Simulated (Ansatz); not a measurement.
CH2OSSi, SMILES `O=C1[SiH2]S1`, one more setting.

```yaml
crystal:
  periodic: [false, false, false]
  atoms:
    - {symbol: O, position_ang: [-0.407355, -2.249990, 0.377866]}
    - {symbol: C, position_ang: [-0.584594, -1.093909, 0.305668]}
    - {symbol: Si, position_ang: [0.292904, 0.553472, -0.068449]}
    - {symbol: S, position_ang: [-1.434591, 0.311367, -1.012295]}
    - {symbol: H, position_ang: [1.557646, 0.738896, -0.750341]}
    - {symbol: H, position_ang: [0.502475, 1.982834, 0.839461]}
basis:
  gaussian: {orbitals: aug-cc-pVTZ, final_grid: {core_spheres: 8, valence_spheres: 7, degree: 23}}
total_charge: 1
magnetization: {spin_polarized: true, initial_magnetization: 1}
hamiltonian: {xc: {name: PBE0}}
```

```sh
$ ansatz run in.yaml --threads 2 --pin off --events-out ev --progress --plain --max-ram 4352MiB
```

It prints (some lines left out):

```
Functional definition: PBE0
1258 factors; their error is unknown
mean field evaluation 1: about -21794.8902 eV, gradient 5.7e1 eV
mean field evaluation 2: about -21593.6541 eV, gradient 1.7e2 eV
mean field evaluation 4: about -21806.3691 eV, gradient 2.7e1 eV
mean field evaluation 8: about -21809.1534 eV, gradient 4.3e-1 eV
mean field evaluation 16: about -21809.2391 eV, gradient 4.4e-2 eV
mean field evaluation 32: about -21809.5298 eV, gradient 5.7e-1 eV
mean field -21809.64076369 eV, -801.4895149600 hartree, gradient 1.0e-5 eV, S^2 0.765930; 2 other end points of the search recorded, 0 dependent functions left out
reference -21809.64079743 eV, -801.4895162001 hartree; 23, 22 occupied and 215, 216 virtual orbitals, 1258 factors
Total energy: -21809.64079743 eV, -801.4895162001 hartree
```

Run time 17 s (2 threads of an Arm Neoverse V2 on a shared host); peak host memory 1 GiB.
